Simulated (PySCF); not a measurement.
C9H14O.
Atom-mapped SMILES: `[O:1]=[CH:2]/[C:3]1=[CH:4]\[CH2:5][CH2:6][CH2:7][CH2:8][CH2:9][CH2:10]1` (hydrogens: H11 on C2; H12 on C4; H13, H14 on C5; H15, H16 on C6; H17, H18 on C7; H19, H20 on C8; H21, H22 on C9; H23, H24 on C10)

Method: PBE0-D3(BJ)/def2-SVP geometry optimisation, gas phase in PySCF 2.14.0.

Task: List the bond lengths, angles and torsions at this level.

Result: 
```tsv
bond	length (Å)
O1=C2	1.211
C2–C3	1.472
C3=C4	1.351
C4–C5	1.483
C5–C6	1.552
C6–C7	1.537
C7–C8	1.554
C8–C9	1.537
C9–C10	1.544
C3–C10	1.494
C2–H11	1.118
C4–H12	1.098
C5–H13, C5–H14	1.101
C6–H15, C6–H16	1.103
C7–H17, C7–H18	1.103
C8–H19, C8–H20	1.103
C9–H21, C9–H22	1.103
C10–H23, C10–H24	1.101
```

Bonds in one row agree within 0.01 Å and their mean is given. A selection of angles:
```tsv
angle	degrees
O1–C2–C3	123.8
C2–C3–C4	122.2
C2–C3–C10	116.8
C4–C3–C10	119.2
C3–C4–C5	124.8
C4–C5–C6	104.6
C5–C6–C7	115.7
C6–C7–C8	118.0
C7–C8–C9	118.7
C8–C9–C10	115.9
C3–C10–C9	106.3
```

Torsions: O1–C2–C3–C4 -168° (antiperiplanar); C2–C3–C4–C5 27° (synperiplanar); C3–C4–C5–C6 88° (synclinal); C4–C5–C6–C7 -48° (synclinal); C5–C6–C7–C8 81° (synclinal); C6–C7–C8–C9 -113° (anticlinal); C7–C8–C9–C10 79° (synclinal); C8–C9–C10–C3 -51° (synclinal); C2–C3–C10–C9 -81° (synclinal). The mirror-image conformer, all signs reversed, is as good.

Of the pairs four or more bonds apart, H11···H13 is among the closest relative to their van der Waals radii: 2.07 Å, 86 % of the sum of Bondi's values. The C–C distances run from 1.351 Å (C3=C4, drawn double) to 1.554 Å (C7–C8, drawn single), a spread of 0.203 Å. The 8-membered ring C3–C4–C5–C6–C7–C8–C9–C10 has internal angles of 104.6° to 124.8° (sum 923°, against 1080° for a flat polygon); it is puckered, 0.30 Å rms from its mean plane.

Point group: C1 (no symmetry element, even within 0.4 Å). No PBE0-D3(BJ)/def2-SVP frequencies stand behind this structure, so it isn't proved a minimum. One conformer, not necessarily the lowest.
